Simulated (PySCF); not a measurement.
Calculated properties of TaSeCl3, `[Cl][Ta]([Cl])([Cl])=[Se]`

Compound: TaSeCl3 (singlet state).
Bonds: Ta1–Se2, Ta1–Cl3, Ta1–Cl4, Ta1–Cl5.

From PBE0-D3(BJ)/def2-SVP geometry optimisation, gas phase, def2 core potentials past Kr (PySCF):

```
Point group                  : C3v
Rotational constants A, B, C : 1.023, 0.745, 0.740 GHz
```

CAM-B3LYP/def2-SVPD ground state and vertical TDDFT (core frozen in the response) (PySCF):

```
Dipole moment                            : 0.83 D
HOMO energy                              : -9.13 eV
LUMO energy                              : -2.09 eV
HOMO–LUMO gap                            : 7.04 eV
Lowest singlet excitation                : 3.23 eV (384 nm, f = 0.000)
Lowest triplet excitation (Tamm–Dancoff) : 2.82 eV
Static isotropic polarisability          : 110.6 au
```

Monoisotopic mass (most abundant isotopes): 365.7711 u.

The rotational constants are those of a prolate symmetric top; the small spread among constants that symmetry makes equal is optimisation noise. S1 lies 3.81 eV below the HOMO–LUMO gap. 1 of the 10 computed singlets lies in the visible range (750 to 380 nm, 1.65 to 3.26 eV), with an oscillator strength of 0.000. The principal polarisabilities are 102.2, 102.6 and 126.9 au; their mean is the isotropic value. With B = h/(8π²I), that is 505.379 GHz u Å² over I, the principal moments of inertia are 493.9, 678.4 and 682.7 u Å² (most abundant isotopes).

Atoms past krypton carry effective core potentials; spin–orbit coupling is left out.

For the TDDFT job (CAM-B3LYP/def2-SVPD), the run took 27 s wall on one thread, Arm Neoverse V2 (shared host).
